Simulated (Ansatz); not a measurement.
One change: `O[CH2][InH][Br]` becomes `O[CH2][GaH][Br]`.

Ansatz, PBE0-D4/def2-TZVP geometries, multiplicity 1. Each molecule was computed in one conformer, which needn't be the lowest.

Elements past krypton have def2 core potentials. Scalar relativity is left out up to krypton. Spin–orbit coupling is left out; it splits and shifts lone-pair levels of the heavy atoms by tenths of an eV.

```
                                      property  `O[CH2][InH][Br]`
         HOMO energy (ωB97M-V/def2-TZVPP) / eV              -9.43
zero-point energy (PBE0-D4/def2-TZVP) / kJ/mol              126.8
       HOMO–LUMO gap (ωB97M-V/def2-TZVPP) / eV               9.04
         HOMO–LUMO gap (B3LYP/def2-TZVPP) / eV               4.91
             LUMO energy (PBE/def2-TZVPP) / eV              -2.57
             HOMO energy (PBE/def2-TZVPP) / eV              -5.97
```

(1) What does the change do to each property? (Best estimate.)

Results:

(1) Computed: 
```tsv
property	`O[CH2][GaH][Br]`	shift
HOMO energy (ωB97M-V/def2-TZVPP) / eV	-9.95	-0.52
zero-point energy (PBE0-D4/def2-TZVP) / kJ/mol	128.2	1.4
HOMO–LUMO gap (ωB97M-V/def2-TZVPP) / eV	10.18	1.14
HOMO–LUMO gap (B3LYP/def2-TZVPP) / eV	5.79	0.88
LUMO energy (PBE/def2-TZVPP) / eV	-2.25	0.32
HOMO energy (PBE/def2-TZVPP) / eV	-6.52	-0.55
```

With PBE0 the HOMO falls by 0.50 eV and the LUMO rises by 0.41 eV, so the gap widens by about 0.91 eV. PBE moves the HOMO by -0.55 eV and ωB97M-V by -0.52 eV.

Positive LUMOs are unbound, so they and the gaps depend on the basis.

B3LYP here is the variant with VWN-RPA as its local correlation; programs differ in this.
